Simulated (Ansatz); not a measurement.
Reaction: SiN2H5Cl (SMILES N[SiH](N)Cl) → SiN2H5 (SMILES N[SiH]N, doublet) + Cl (doublet) (the Cl-Si bond breaks)
Each species at its own B3LYP-D3(BJ)/def2-TZVP minimum (Ansatz, a quantum-chemistry and plane-wave program), one conformer.

Total energies in hartree (Ansatz). UHF or UKS for unpaired electrons; spin-orbit terms are left out. Correlated methods leave the cores frozen. No relativity.

```tsv
species	HF/cc-pV(T+d)Z	CCSD(T)/cc-pV(T+d)Z	HF/cc-pV(Q+d)Z	CCSD(T)/cc-pV(Q+d)Z	CCSD(T)/cc-pV(D+d)Z	CCSDT(Q)/cc-pV(D+d)Z
1: SiN2H5Cl (SMILES N[SiH](N)Cl)	-860.45873	-861.26980	-860.47546	-861.34439	-861.01729	-861.01957
2: SiN2H5 (SMILES N[SiH]N, doublet)	-400.82414	-401.41012	-400.83776	-401.45940	-401.23716	-401.23911
3: Cl (doublet)	-459.48556	-459.67356	-459.48916	-459.69449	-459.60403	-459.60445
```

Task: Work out the bond dissociation energy (electronic) in kcal/mol: take Hartree-Fock from cc-pV(Q+d)Z, extrapolate the CCSD(T) correlation energy as X^-3 (X = 3, 4), and add CCSDT(Q) - CCSD(T) in cc-pV(D+d)Z. 1 hartree = 627.51 kcal/mol.

Result: 
Species 1: correlation (64·(-0.86893) - 27·(-0.81107))/37 = -0.91115; step -0.00228; E1 = -860.47546 + (-0.91115) + (-0.00228) = -861.38889
Species 2: correlation (64·(-0.62164) - 27·(-0.58598))/37 = -0.64766; step -0.00195; E2 = -400.83776 + (-0.64766) + (-0.00195) = -401.48737
Species 3: correlation (64·(-0.20533) - 27·(-0.18800))/37 = -0.21798; step -0.00042; E3 = -459.48916 + (-0.21798) + (-0.00042) = -459.70756
-1·E1 +1·E2 +1·E3 = 0.19396 hartree = 121.7 kcal/mol.
